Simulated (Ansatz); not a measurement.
Reaction (ligand exchange at the Si–C bond): `C#C[SiH](Cl)Cl` + CH₃SH → `CS[SiH](Cl)Cl` + acetylene

Calculated with Ansatz (gas phase, PBE0-D4/def2-TZVP geometries, no zero-point term in ΔE). CCSD(T)/CBS adds triple-zeta CCSD(T) − MP2 to the extrapolated MP2 energy (def2 sets, frozen cores). This one scheme is used for every species. Functionals use def2-TZVPP. One conformer a species, not always the lowest.

`C#C[SiH](Cl)Cl`:

Cartesian coordinates in Å:
```
C 1.004 -0.894 -1.496
C 0.412 -0.386 -0.578
Si -0.470 0.355 0.815
Cl 0.331 2.184 1.219
Cl -2.437 0.564 0.328
H 1.528 -1.342 -2.310
H -0.368 -0.482 2.021
```

CH₃SH:

Cartesian coordinates in Å:
```
C -0.422 0.128 0.217
S 0.677 -0.159 -1.187
H -0.599 -0.788 0.780
H -1.369 0.467 -0.203
H -0.035 0.906 0.875
H 1.748 -0.555 -0.482
```

`CS[SiH](Cl)Cl`:

Z-matrix (Å, degrees):
```
C
S 1 1.817
H 1 1.089 2 106.2
H 1 1.089 2 110.7 3 118.6
H 1 1.089 2 110.7 3 -118.6
Si 2 2.099 1 100.1 3 179.9
Cl 6 2.048 2 111.8 1 59.6
Cl 6 2.048 2 111.8 1 -59.7
H 6 1.473 2 108.1 1 180.0
```

`C#C`:

```xyz
4

C     0.275    0.279    0.453
C    -0.275   -0.279   -0.453
H     0.763    0.776    1.258
H    -0.763   -0.776   -1.258
```

| level | ΔE (kcal/mol) |
| --- | --- |
| r2SCAN0-D4 | -7.5 |
| CCSD/def2-SVP | -5.5 |

Problem. What does CCSD(T)/CBS give? (Best estimate.)

Solution. Ansatz gave: -7.3 kcal/mol. The listed levels differ from it by -0.2, 1.8 kcal/mol.

Largest T1 diagnostic among the species: 0.013.

The D4 term adds −2.1 kcal/mol with B3LYP and −1.2 kcal/mol with PBE0; it sums over pairs of atoms, weighted by their polarisabilities, and B3LYP, whose exchange is more repulsive, gets the larger term. At CCSD(T), def2-SVP lies +1.6 kcal/mol from the extrapolated value and def2-TZVPP +1.3 kcal/mol.

B3LYP here is the variant with VWN-RPA as its local correlation; programs differ in this.
